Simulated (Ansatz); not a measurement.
Basis-set series for `[CH3][Zr]([NH2])([NH2])[Cl]`. Charge 0, multiplicity 1. Zr: def2 effective core potential. The structure was optimised at the PBE0-D4/def2-TZVP level. It is one conformer, not always the lowest.

```xyz
12

C    -0.1502   -1.6014   -0.8692
Zr   -0.4913    0.2896    0.2446
N     0.6132    0.2224    1.9338
N     0.2904    1.7199   -0.9497
Cl   -2.8273    0.5799    0.5730
H     0.9187   -1.8301   -0.9554
H    -0.6343   -2.4391   -0.3519
H    -0.5560   -1.5578   -1.8860
H     0.3690    0.5891    2.8442
H     1.4905   -0.2775    2.0107
H     1.0983    2.2977   -0.7653
H    -0.1210    2.0072   -1.8289
```

```csv
functional,basis,functions,energy (Eh),HOMO (eV),LUMO (eV)
PBE0-D4,def2-SVP,126,-658.64197,-7.27,-0.67
PBE0-D4,def2-QZVPP,532,-659.01639,-7.42,-0.86
ωB97M-V,def2-SVP,126,-658.78986,-9.60,0.96
ωB97M-V,def2-QZVPP,532,-659.17008,-9.75,0.43
```

Task: Give the rows for def2-TZVPP. (Estimate.)

Result: Ansatz gave: 
```csv
functional,basis,functions,energy (Eh),HOMO (eV),LUMO (eV)
PBE0-D4,def2-TZVPP,289,-658.99064,-7.39,-0.83
ωB97M-V,def2-TZVPP,289,-659.14552,-9.72,0.75
```

Positive LUMOs are unbound and depend on the basis.
